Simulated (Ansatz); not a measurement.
```xyz
9

F    -0.990    2.299   -0.092
B    -0.624    1.054    0.188
S    -1.319    0.223    1.650
O     0.255    0.448   -0.627
Si    1.020   -1.012   -0.752
H    -2.075    1.267    2.023
H     0.626   -1.623   -2.043
H     2.480   -0.764   -0.723
H     0.625   -1.893    0.375
```

The species carries charge 0 and has multiplicity 1.

Q: List the CAM-B3LYP/def2-TZVPP orbital energies in eV (Ansatz). (An estimate is asked.)

A: Computed: Occupied: -2420.02, -1801.92, -673.86, -523.23, -218.10, -188.46, -162.68, -162.57, -162.50, -146.41, -101.79, -101.72, -101.71, -35.39, -30.45, -22.69, -18.86, -16.78, -15.48, -15.05, -14.97, -13.49, -13.18, -12.44, -11.51, -11.07, -10.69, -9.33. Lowest empty: 0.74, 1.68, 1.81, 2.16, 2.39, 2.41, 2.63, 3.74.
